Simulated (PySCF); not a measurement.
Polarisability and C₆ of Sr⁺ (strontium, charge +1)

[Kr] 4d1, 2D determinant (an excited configuration). Computed with PySCF 2.14 in aug-cc-pVTZ-X2C (8s7p5d2f, 68 functions), with the spin-free X2C one-electron Hamiltonian (Gaussian nucleus). Coupled (time-dependent) response in atomic units; α is the mean over directions.

```tsv
method	mean α (bohr³)	α xx, yy, zz	C₆ (like pair)	S(−4)
revPBE	91.69	129.1, 129.1, 16.93	399.6	52070
r2SCAN0	62.91	86.57, 86.57, 15.58	304.9	13990
```

S(−4) is the Cauchy moment in α(ω) = α(0) + S(−4) ω² + …

Spin-orbit coupling is absent.

α(iu) at revPBE:

| u (hartree) | α(iu) (bohr³) |
| --- | --- |
| 0 | 91.69 |
| 0.0500 | 44.68 |
| 0.100 | 26.24 |
| 0.200 | 16.38 |
| 0.300 | 12.23 |
| 0.500 | 8.133 |
| 0.750 | 5.626 |
| 1.00 | 4.139 |
| 1.50 | 2.453 |
| 2.00 | 1.584 |
| 3.00 | 0.7941 |
| 5.00 | 0.3083 |

A single London oscillator, α(iu) = α/(1 + u²/ω²), gives C₆ = (3/4) ω α². Matching the computed C₆ needs ω = 4 × 399.6 / (3 × 91.69²) = 0.0634 hartree.

For an ion, C₆ is the dispersion term alone; charge-induced terms of lower order in 1/R come first.

The components differ because the open shell of this determinant is not spherical; for a pure term their mean is the scalar polarisability.
